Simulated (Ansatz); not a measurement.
Species: C₄H₁₂GeO₄, net charge 0, singlet state. SMILES: C[O][Ge]([O]C)([O]C)[O]C
Coordinates optimised at B3LYP-D3(BJ)/def2-TZVP (Ansatz, a quantum-chemistry and plane-wave program):
```xyz
21

C     -1.2163    -0.5429     2.4265
O     -1.1786    -0.8146     1.0268
Ge     0.0000     0.0000     0.0000
O     -0.3025     1.7207    -0.2332
C     -1.4131     2.1516    -1.0178
O      1.5665    -0.1464     0.7946
C      2.6921     0.5727     0.2942
O     -0.0854    -0.7598    -1.5882
C     -0.0628    -2.1813    -1.7029
H     -1.9916    -1.1764     2.8579
H     -1.4677     0.5032     2.6244
H     -0.2610    -0.7731     2.9040
H     -1.3828     3.2409    -1.0501
H     -2.3625     1.8401    -0.5723
H     -1.3568     1.7629    -2.0373
H      3.5327     0.3572     0.9541
H      2.5087     1.6497     0.2903
H      2.9516     0.2544    -0.7198
H      0.8786    -2.5977    -1.3322
H     -0.8908    -2.6395    -1.1571
H     -0.1583    -2.4217    -2.7619
```
Charge 0, spin multiplicity 1.

Quantity: vertical ionisation energy (to the doublet state of charge +1; each state is the SCF solution reached for its spin; the molecule has degenerate orbitals, so one determinant may break the symmetry), in eV. Cores are frozen in the correlated levels unless marked. UHF or UKS for open shells. Spin-orbit coupling is left out. Frozen are the shells of the preceding noble gas and the d and f shells that filled before the atom's block. Non-relativistic. 

```json
[
 {"level": "HF/aug-cc-pVTZ", "program": "Ansatz", "vertical ionisation energy (eV)": "9.31"},
 {"level": "SVWN5/def2-TZVPD", "program": "Ansatz", "vertical ionisation energy (eV)": "9.15"},
 {"level": "PBE/def2-TZVPD", "program": "Ansatz", "vertical ionisation energy (eV)": "9.00"},
 {"level": "r2SCAN/def2-TZVPD", "program": "Ansatz", "vertical ionisation energy (eV)": "9.26"},
 {"level": "B3LYP/def2-TZVPD", "program": "Ansatz", "vertical ionisation energy (eV)": "9.71"},
 {"level": "PBE0/def2-TZVPD", "program": "Ansatz", "vertical ionisation energy (eV)": "9.79"},
 {"level": "BHLYP/def2-TZVPD", "program": "Ansatz", "vertical ionisation energy (eV)": "10.30"},
 {"level": "CAM-B3LYP/def2-TZVPD", "program": "Ansatz", "vertical ionisation energy (eV)": "10.26"},
 {"level": "wB97M-V/def2-TZVPD", "program": "Ansatz", "vertical ionisation energy (eV)": "10.37"},
 {"level": "wB97X-V/def2-TZVPD", "program": "Ansatz", "vertical ionisation energy (eV)": "10.38"},
 {"level": "B2PLYP/def2-TZVPD", "program": "Ansatz", "vertical ionisation energy (eV)": "10.36"},
 {"level": "RI-MP2/aug-cc-pVTZ", "program": "Ansatz", "vertical ionisation energy (eV)": "11.04"}
]
```
